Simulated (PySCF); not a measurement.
B3LYP has the VWN-RPA correlation part, as in Gaussian. Delta-SCF ions had no search for a lower state. Excitations are Tamm–Dancoff values on a coarser integration grid. The basis has no diffuse functions, so Rydberg states are missing or too high.

Cartesian coordinates (Å):
```xyz
13

C      2.0319     0.8785     0.0200
O      0.7966     0.3304    -0.3841
Si     0.0821    -1.0322     0.2441
C     -1.5326    -1.1976    -0.7423
C     -2.3091    -2.3542    -0.3279
N     -2.8907    -3.2882     0.0383
H      2.2295     1.7798    -0.5803
H      2.0232     1.1710     1.0866
H      2.8672     0.1708    -0.1372
H      0.9275    -2.2424     0.0380
H     -0.2242    -0.8744     1.6943
H     -1.2837    -1.2722    -1.8139
H     -2.1231    -0.2763    -0.6071
```
Charge 0, spin multiplicity 1.

What vertical ionisation energy (Delta-SCF), total energy, S1–T1 gap (TDA), dipole moment and S1 oscillator strength does B3LYP-D3(BJ)/def2-TZVP // B3LYP-D3(BJ)/def2-SVP (PySCF 2.14.0) give?


```json
{
  "vertical ionisation energy (Delta-SCF)": "10.49 eV",
  "total_energy": "-538.1728 Ha",
  "S1–T1 gap (TDA)": "0.79 eV",
  "dipole_moment": "4.72 D",
  "S1 oscillator strength": "0.001"
}
```
